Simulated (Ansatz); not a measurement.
Stepwise reaction of `CO[SiH2][SiH2]O` with water, as a gas-phase model of exchange steps in deposition or etching. ΔE in kJ/mol.

Isolated molecules relaxed with PBE0-D4/def2-TZVP in Ansatz; ΔE leaves out vibrations. CCSD(T)/CBS adds triple-zeta CCSD(T) − MP2 to the extrapolated MP2 energy (def2 sets, frozen cores). This one scheme is used for every species. Functionals use def2-TZVPP. B3LYP here is the variant with VWN-RPA as its local correlation; programs differ in this. One conformer a species, not always the lowest.

| step | reaction | PBE-D4 | B3LYP-D4 | ωB97M-V | CCSD(T)/CBS |
| --- | --- | --- | --- | --- | --- |
| 1 | `CO[SiH2][SiH2]O` + H₂O → `CO[SiH](O)[SiH2]O` + H₂ | -81.1 | -88.4 | -87.9 | -84.7 |
| 2 | `CO[SiH](O)[SiH2]O` + H₂O → `CO[SiH](O)[SiH](O)O` + H₂ | -81.3 | -87.1 | -86.9 | -84.0 |

By hand: ΔE of the 2 steps together at CCSD(T)/CBS.

(-84.7) + (-84.0) = -168.7 kJ/mol, or -84.3 kJ/mol a step.

In ΔE the steps differ by no more than 0.7 kJ/mol. All are downhill at CCSD(T)/CBS. PBE-D4 differs from CCSD(T)/CBS by 2.7 to 3.6 kJ/mol a step. Isolated molecules leave out the surface, adducts and barriers. Largest T1 diagnostic: 0.012.
